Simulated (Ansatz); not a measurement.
# Ligand exchange: C2H3ClO + C2H7NSn → C2H5NO + C2H5ClSn

Species: C2H3ClO (acetyl chloride) `CC(=O)Cl`, singlet; C2H7NSn `C[CH2][Sn][NH2]`, singlet; C2H5NO (acetamide) `CC(N)=O`, singlet; C2H5ClSn `C[CH2][Sn][Cl]`, singlet. The partners trade Cl for NH2: C–Cl and Sn–NH2 bonds give way to C–NH2 and Sn–Cl.

Shapes, held fixed at every level: PBE0-D4/def2-TZVP. Flexible molecules stand in one conformer, not always the lowest. Programs: Ansatz 0.2.0. The zero-point and thermal change to 298 K, harmonic and unscaled (PBE0-D4/def2-TZVP), is +5.7 kJ/mol.

(1) Estimate ΔH(298 K) of this reaction.

## Answers

(1) The highest level, CCSD(T)/def2-TZVPP, gives ΔH(298 K) = -120.2 kJ/mol; the levels span -138.2 to -120.2. The column of differences is taken from that level and isn't an error. No measured value is set beside it here. For atoms past krypton def2 sets carry core potentials with scalar relativity. Outer-core shells of Sn are correlated, in sets that cover them unevenly. CCSD(T)/def2-TZVPP lies outside the range of all other levels here, so it shouldn't be taken on trust.

| level | kind | ΔH(298 K) (kJ/mol) | less CCSD(T)/def2-TZVPP |
| --- | --- | --- | --- |
| SPW92/def2-TZVPP | LDA | -127.3 | -7.1 |
| r2SCAN-D4/def2-TZVPP | meta-GGA | -126.4 | -6.2 |
| B3LYP-D4/def2-TZVPP | global hybrid | -131.2 | -11.0 |
| r2SCAN0-D4/def2-TZVPP | global hybrid | -138.2 | -18.0 |
| B2PLYP/def2-TZVPP | double hybrid | -126.9 | -6.7 |
| MP2/def2-SVP | perturbation theory | -129.4 | -9.2 |
| CCSD/def2-SVP | coupled cluster or CI | -138.0 | -17.8 |
| CCSD(T)/def2-TZVPP | coupled cluster or CI | -120.2 | 0.0 |
